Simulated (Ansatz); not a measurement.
Geometry optimisation, RKS PBE-D4/def2-SVP in Ansatz.

input.yaml

```yaml
crystal:
  periodic: [false, false, false]
  atoms:
    - { symbol: F, position_ang: [-1.95802, -0.07809, -0.66867] }
    - { symbol: B, position_ang: [-0.75581, -0.37454, -0.2305] }
    - { symbol: As, position_ang: [0.60222, 1.11745, 0.04083] }
    - { symbol: H, position_ang: [-0.56823, -1.51914, -0.02245] }
    - { symbol: H, position_ang: [1.7136, 0.27091, -0.51951] }
    - { symbol: H, position_ang: [0.96624, 0.58341, 1.40029] }
basis:
  gaussian: { orbitals: def2-SVP }
hamiltonian:
  xc: pbe
  dispersion: d4
relax:
  f_tol: 0.015
  max_steps: 40
```

Run as:

```bash
$ ansatz run input.yaml --threads 1 --pin off --max-ram 2048MiB --backend cpu --events-out ev --progress --plain --runs-dir out
```

Task: Where does it end, and by what steps?

Result: The forces met the threshold. After 14 steps the energy has fallen by 0.230 eV; H4 moved furthest, 0.96 Å.

| step | energy less start (eV) | largest force component (eV/Å) | accepted |
| --- | --- | --- | --- |
| 0 | 0.0000 | 1.142 | yes |
| 1 | -0.0686 | 0.268 | yes |
| 2 | -0.0715 | 0.266 | yes |
| 3 | -0.0753 | 0.978 | yes |
| 4 | -0.0848 | 0.549 | yes |
| 5 | -0.1223 | 0.428 | yes |
| 6 | -0.1623 | 0.193 | yes |
| 7 | -0.1948 | 0.338 | yes |
| 8 | -0.1987 | 0.765 | yes |
| 9 | -0.1883 | 0.410 | no |
| 10 | -0.2263 | 0.277 | yes |
| 11 | -0.2271 | 0.176 | yes |
| 12 | -0.2280 | 0.136 | yes |
| 13 | -0.2126 | 0.560 | no |
| 14 | -0.2300 | 0.009 | yes |

```xyz
6
Properties=species:S:1:pos:R:3
F -1.883 -0.217 0.267
B -0.710 -0.452 -0.316
As 0.778 0.944 -0.245
H -0.603 -1.474 -0.977
H 1.859 -0.108 0.041
H 0.559 1.307 1.230
```

Whether the end is a true minimum wasn't checked by a vibrational analysis.

Run time: 52 s on 1 thread of Intel(R) Xeon(R) Processor @ 2.50GHz (Skylake/Cascade Lake), on a shared host, peak memory 0.15 GiB.
